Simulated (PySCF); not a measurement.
# Telling isomers of C5H9NO apart by NMR

PySCF calculation with GFN2-xTB geometry and NMR shieldings at PBE0/pcSseg-1/GIAO; no solvent model, no relativistic terms, one conformer, fast rotation and ring inversion assumed for equivalent nuclei.

δ = σ(ref) − σ, references computed at the same level: $^{1}$H, $^{13}$C against TMS. Where no couplings were computed, multiplicities follow the n + 1 count of equivalent neighbours, and m marks all less simple cases (inequivalent or close neighbours, rings, F or P nearby). Acid and N–H amide carbonyl carbons lie up to 10 ppm further downfield in solution (hydrogen bonding). Shifts are as computed. Against solution values, carbons near 30 ppm lie about +3 ppm off and those near 130 ppm about +5 ppm. Of 1211 compounds with measured shifts, 218 miss one by over three times the rms of a fit or turn the order of signals round; such compounds aren't used in these exercises. Groups on amide-type nitrogens are kept apart (slow C–N rotation). OH and NH positions are gas-phase values without hydrogen bonding to other molecules.

(1) Tabulate the signals of `C/C=C(\C)C(N)=O`, `O=C1CCCCN1` and their relative energies.

(2) What is the quickest way to tell C/C=C(\C)C(N)=O from O=C1CCCCN1?

## Answers

(1) 
```tsv
SMILES	carbon types	δC	δH	E rel. (kcal/mol)
C/C=C(\C)C(N)=O	2×C 1×CH 2×CH3	172.0, 142.9, 134.9, 17.5, 14.3	6.26 (q, 1H), 5.12 (br, 1H), 4.44 (br, 1H), 2.04 (s, 3H), 1.91 (d, 3H)	14.6
O=C1CCCCN1	1×C 4×CH2	169.5, 46.0, 34.9, 27.0, 25.8	4.59 (br, 1H), 3.44 (m, 2H), 2.29 (m, 2H), 1.70 (m, 2H), 1.66 (m, 2H)	0.0
```

Energies are electronic energies at PBE0/pcSseg-1 on these geometries, without zero-point or thermal terms, each for the one conformer computed, which needn't be the lowest.

(2) Both give the same number of carbon signals, but DEPT or the intensities differ. The first has a β carbon of a C=C–C=O unit (CH) at 134.9 ppm, the second an sp3 CH2 bonded to N at 46.0 ppm. Their most deshielded carbons lie at 172.0 and 169.5 ppm. In the proton spectra the most deshielded non-exchanging signals are 6.26 (q, 1H) and 3.44 (m, 2H).
